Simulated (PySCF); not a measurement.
Input and output of a scripted DFT run

The script drives PySCF SCF with an in-house response code with single-precision fitted integrals, so total energies wander by about 1e-6 Eh between cycles (the fitting error itself is about 1e-3 Eh and cancels in differences); atoms count from 0. Kgrid is the grid level of the response kernel; vcut the energy (Eh) above which virtual orbitals leave the response; delta the states run by ΔSCF (the anion only where the lumo is low enough to bind); pop asks for populations, which are stored and not printed; grid is the SCF grid level (2 if not given).

Spin-orbit coupling is left out, which matters for the heavier atoms here. The basis has no diffuse functions, so the polarisability comes out too low.

Job and coordinates (Å):

```
{"job": {"kind": "uv", "basis": "def2-SVP", "grid": 1, "kgrid": 0, "vcut": 1.5, "nstates": 6, "ntriplets": 2, "tda": false, "delta": [], "pop": true, "xc": "PBE0"}, "charge": 1, "multiplicity": 1}
C     -5.707438     1.577051     0.888627
C     -5.976586     0.218955     0.223775
C     -6.416932    -0.764998     1.310675
C     -7.107292     0.357825    -0.807286
C     -4.733148    -0.246344    -0.509476
C     -4.101731     0.609968    -1.412951
C     -2.980253     0.224791    -2.122960
C     -2.486704    -1.050753    -1.922702
I     -0.743229    -1.687930    -3.023556
C      0.703396    -1.391184    -1.416175
C      0.684010    -2.246708    -0.339036
C      1.644591    -2.051552     0.635983
C      2.621066    -1.060877     0.543841
C      3.683254    -0.955892     1.624139
C      5.053855    -1.188109     0.978998
C      3.532902    -1.997868     2.739520
C      3.585322     0.422040     2.286358
C      2.597295    -0.199744    -0.561590
Sn     3.864905     1.551461    -1.228516
C      5.523936     2.362113    -0.018288
C      2.320100     3.100542    -1.499159
C      4.648374     0.851283    -3.159630
C      1.625677    -0.379500    -1.537255
C     -3.087459    -1.941249    -1.055665
C     -4.202509    -1.523951    -0.348795
H     -5.548730     2.365072     0.158834
H     -6.561565     1.858329     1.498237
H     -4.832110     1.519364     1.531713
H     -5.630776    -0.910147     2.048306
H     -7.287656    -0.366106     1.824062
H     -6.699406    -1.725921     0.888736
H     -8.008685     0.713882    -0.316093
H     -7.323308    -0.603905    -1.267435
H     -6.845081     1.062959    -1.591679
H     -4.487149     1.602966    -1.579313
H     -2.513332     0.904733    -2.817843
H     -0.038050    -3.041879    -0.245582
H      1.626081    -2.715498     1.483877
H      5.843292    -1.008023     1.702696
H      5.215389    -0.543268     0.120668
H      5.130032    -2.218426     0.639348
H      4.327961    -1.842059     3.464550
H      2.585867    -1.894333     3.263893
H      3.630943    -3.012087     2.360132
H      2.642282     0.505482     2.822386
H      4.396946     0.551673     2.996704
H      3.630114     1.226296     1.559860
H      5.150906     3.022709     0.755165
H      6.142312     2.939651    -0.695988
H      6.133079     1.590671     0.435553
H      1.470322     2.924915    -0.847882
H      2.745825     4.066447    -1.254571
H      1.976231     3.133824    -2.526496
H      4.917807     1.711859    -3.760820
H      3.920465     0.259963    -3.703652
H      5.537793     0.250823    -3.006861
H      1.594842     0.270859    -2.398175
H     -2.712511    -2.944732    -0.929234
H     -4.660758    -2.226605     0.326661
```

Command:

```bash
OMP_NUM_THREADS=2 python large_run.py task.json out
```

What does the program print?


```
start: PBE on a coarse grid of 197897 points
cycle   1  E = -1366.1330086543  dE = -1.152e+01  |g| = 8.407e+00  |ddm| = 2.263e+01
cycle   2  E = 840.2598033305  dE =  2.206e+03  |g| = 5.077e+01  |ddm| = 1.386e+03
cycle   3  E = 103.7861708809  dE = -7.365e+02  |g| = 4.180e+01  |ddm| = 2.081e+02
cycle   4  E = -323.0639564501  dE = -4.269e+02  |g| = 3.643e+01  |ddm| = 4.147e+02
cycle   5  E = -613.6367653282  dE = -2.906e+02  |g| = 3.064e+01  |ddm| = 8.637e+02
cycle   6  E = -876.2101603011  dE = -2.626e+02  |g| = 2.603e+01  |ddm| = 1.211e+02
cycle   7  E = -1104.0194967283  dE = -2.278e+02  |g| = 1.927e+01  |ddm| = 1.627e+02
cycle   8  E = -1398.5876056486  dE = -2.946e+02  |g| = 4.144e+00  |ddm| = 1.379e+02
cycle   9  E = -1103.5450237084  dE =  2.950e+02  |g| = 1.749e+01  |ddm| = 1.307e+02
cycle  10  E = -1231.5449024460  dE = -1.280e+02  |g| = 1.524e+01  |ddm| = 1.251e+02
...
cycle  18  E = -1406.7261372856  dE = -2.387e-03  |g| = 5.536e-02  |ddm| = 1.827e-01
cycle  19  E = -1406.7269989369  dE = -8.617e-04  |g| = 9.972e-03  |ddm| = 7.995e-02
final grid: 197897 points
cycle  20  E = -1406.9083351796  dE = -1.291e-02  |g| = 4.530e-02  |ddm| = 1.275e+00
cycle  21  E = -1406.9077634924  dE =  5.717e-04  |g| = 6.360e-02  |ddm| = 1.608e-01
cycle  22  E = -1406.9088568203  dE = -1.093e-03  |g| = 1.569e-02  |ddm| = 9.781e-02
cycle  23  E = -1406.9089185760  dE = -6.176e-05  |g| = 5.038e-03  |ddm| = 2.434e-02
cycle  24  E = -1406.9089243722  dE = -5.796e-06  |g| = 1.691e-03  |ddm| = 9.810e-03
cycle  25  E = -1406.9089255578  dE = -1.186e-06  |g| = 4.953e-04  |ddm| = 2.921e-03
cycle  26  E = -1406.9089265252  dE = -9.675e-07  |g| = 2.387e-04  |ddm| = 9.205e-04
cycle  27  E = -1406.9089269190  dE = -3.938e-07  |g| = 5.783e-05  |ddm| = 3.646e-04
converged SCF energy = -1406.9089269190

Static polarisability (au): isotropic 326.595, principal 268.807 293.381 417.597

Singlet excitations
state   eV       nm        f      main configurations
  1   3.5684    347.5   0.00386   H->L 0.82
  2   3.8168    324.8   0.00791   H-2->L 0.41, H-3->L 0.24, H-1->L 0.21
  3   3.8615    321.1   0.04480   H-1->L 0.43, H-3->L 0.37
  4   3.9758    311.8   0.01745   H-4->L 0.36, H-1->L 0.28, H-2->L 0.21
  5   4.1870    296.1   0.03423   H-2->L 0.24, H-4->L 0.24, H-6->L 0.17
  6   4.2045    294.9   0.00856   H->L+1 0.48, H-5->L 0.25, H->L 0.10

Triplet excitations (Tamm-Dancoff, eV): 3.3319 3.5778
```

The run took 4.1 min of wall time on 2 threads of Arm Neoverse N1 (shared host), peak memory 1.8 GiB.
